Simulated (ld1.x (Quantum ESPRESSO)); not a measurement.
Results of a calculation; reference values are marked as such.
## Hardness and transferability of assorted potentials

Generated with ld1.x 7.5 (TM, RRKJ, ultrasoft, PAW), atompaw 4.2 or ONCVPSP 4.0.1. The cutoff is in Ry: for ld1.x and atompaw files where the sum of valence levels is converged to 10 mRy in a Bessel basis, for ONCV files where the hardest occupied wave has 1 mHa per electron of residual kinetic energy. The error is the largest all-electron minus pseudo excitation energy over each file’s own four to seven test configurations (ionisations up to +4, promotions, holes and added fractions of an electron), all of which were solved. The labels leave out finer settings (local radius, basis sizes, second energies), which also bear on the numbers. Spin-polarised tests are not counted. The rows are a selection from randomly drawn settings: files with unsolved tests, undetermined cutoffs or missed reference levels are left out.

A true bound ghost makes a file unfit for plane-wave use even where its test errors are small: the radial tests pick states by their node count and pass the ghost by.

```tsv
element	potential	cutoff (Ry)	largest error (meV)	bound ghosts
Si	ultrasoft, BLYP, scalar-relativistic, rc 1.85/2.30/2.05 (spd), local smoothed, core correction yes, reference 3s2 3p1.5	10	-10	none
S	ultrasoft, LDA (PZ), scalar-relativistic, rc 1.70/1.80/1.45 (spd), local smoothed, core correction yes, reference 3s2 3p4	18	-3.9	none
V	TM semilocal, PBE, scalar-relativistic, rc 2.75/2.60/2.40 (spd), local s, core correction yes, reference 3d3 4s2 4p0	45	-211	none
In	ultrasoft, LDA (PZ), scalar-relativistic, rc 2.50/3.00/1.80 (spd), local smoothed, core correction yes, reference 4d10 5s2 5p1	35	-193	none
Hf	TM, LDA (PZ), scalar-relativistic, rc 2.60/3.05/2.35 (spd), local p, core correction no, reference 5d2 6s1.5 6p0.5	21	+216	none
Bi	PAW, LDA (PZ), scalar-relativistic, rc 1.85/2.05/1.35 (spd), local smoothed, core correction yes, reference 5d10 6s2 6p1.5	70	-50	none
```

Fill in the row for Gd: RRKJ, PW91, fully relativistic, rc 1.60/2.40/3.15 (spd), local s, core correction yes, reference 5s2 5p6 5d1 6s0 6p0.

cutoff 55 Ry, largest error +292 meV, bound ghosts: p1/2.

Fill in the row for Pb: TM, revPBE, fully relativistic, rc 1.50/2.60/1.85 (spd), local smoothed, core correction yes, reference 5d10 6s2 6p1.5.

cutoff 70 Ry, largest error -44 meV, bound ghosts: none.
